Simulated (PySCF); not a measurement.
Computed shifts of a molecule C3H6BNO, PBE/pcSseg-1 run with PySCF, GIAO, gas phase, equivalent atoms averaged, in ppm (number of nuclei): ¹³C: 120.6 (1), 15.1 (1), 6.3 (1). ¹⁵N: 305.0 (1). ¹H: 7.32 (1), 2.08 (2), 0.82 (3). References: ¹³C against TMS (σ = 182.0 ppm); ¹¹B against BF3 (σ = 83.9 ppm); ¹⁷O against H2O (σ = 334.3 ppm); ¹⁵N against NH3 (σ = 267.0 ppm); ¹H against TMS (σ = 31.49 ppm), references at their B3LYP-D3(BJ)/def2-TZVP geometries, non-relativistic. The structure is a stationary point at ωB97X-D3(BJ)/def2-SVP. The values are those of a single conformer.

Problem. Identify the compound among the candidates.
A. CB(O)CC#N
B. OCB1C=NC1
C. CCB1N=CO1
D. C[C@H]1N=CB1O

Solution. A, CB(O)CC#N
